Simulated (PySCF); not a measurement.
Problem. Give a PBE0-D3(BJ)/def2-SVP geometry of `[PH3+][BH2-]Br`.

Solution. 
```
atom  x, y, z in Å
P1     0.3728    0.1678    0.5040
B2    -1.4823   -0.4197    0.4244
Br3   -2.4599    1.2896    0.8684
H4     0.7913    0.6944    1.7469
H5     1.4041   -0.7692    0.2353
H6     0.7158    1.2207   -0.3740
H7    -1.5937   -1.2722    1.2810
H8    -1.6623   -0.7885   -0.7176
```

Any rigid rotation of these coordinates is as good. Atoms count from 1 in this order. B2 (four-coordinate boron) is distorted tetrahedral (angles from 101.4° to 115.9°). P1 (phosphorus bonded to B and 3 H) is distorted tetrahedral (angles from 101.4° to 119.0°).

Bonds between heavy atoms (Å): P1–B2 1.948, B2–Br3 2.019.

Computed with PBE0-D3(BJ)/def2-SVP geometry optimisation, gas phase (PySCF 2.14.0).

Point group: Cs (every atom within 0.08 Å of its image). PBE0-D3(BJ)/def2-SVP frequencies: not computed here.

Time: 15 s wall; peak memory 0.38 GiB. Hardware: an Arm Neoverse V1 with one thread, shared host with 64 logical CPUs at a one-minute load of 16. These figures are those of the optimisation.
